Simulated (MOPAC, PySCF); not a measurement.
CH$_{3}$F$_{3}$Si, SMILES `FC(F)(F)[SiH3]`, neutral singlet in the gas phase. 

Z-matrix (Å, degrees):
```
C
F 1 1.3554
F 1 1.3554 2 106.76
F 1 1.3554 2 106.76 3 -113.90
Si 1 1.9349 2 112.07 3 123.05
H 5 1.4751 1 107.20 2 -180.00
H 5 1.4751 6 111.65 1 -117.12
H 5 1.4751 6 111.65 7 -125.76
```
Charge 0, spin multiplicity 1.

All levels are single points at this geometry (B3LYP-D3(BJ)/def2-TZVP); Pople sets use spherical d functions. Orbital energies aren't observables, and empty levels follow the basis.

```
level                            HOMO (eV)  LUMO (eV)  gap (eV)  dipole (D)  vertical IE, Delta-SCF (eV)
-------------------------------  ---------  ---------  --------  ----------  ---------------------------
ωB97X-D3(BJ)/def2-TZVP in PySCF     -12.19       1.99     14.18        2.30                        12.29
B3LYP/3-21G in PySCF                 -8.82       0.49      9.31        1.93                            –
B3LYP/6-311+G** in PySCF             -9.63      -0.42      9.21        2.53                            –
B3LYP/6-31G* in PySCF                -9.03       0.26      9.30        1.92                        11.77
BP86/6-31G* in PySCF                 -7.75      -0.33      7.42        1.65                            –
M06-2X/6-31G* in PySCF              -10.79       1.16     11.95        2.17                            –
PBE/6-31G* in PySCF                  -7.62      -0.31      7.30        1.62                        11.24
SVWN5/6-31G* in PySCF                -7.77      -0.52      7.25        1.69                            –
HF/3-21G in PySCF                   -13.37       3.61     16.98        2.83                            –
HF/6-31G* in PySCF                  -13.47       3.42     16.90        2.53                        12.08
HF/STO-3G in PySCF                   -9.33      12.28     21.61        2.05                            –
AM1 in MOPAC                        -11.70      -0.48     11.22        2.82                            –
PM7 in MOPAC                        -12.46      -0.23     12.23        3.03                            –
```
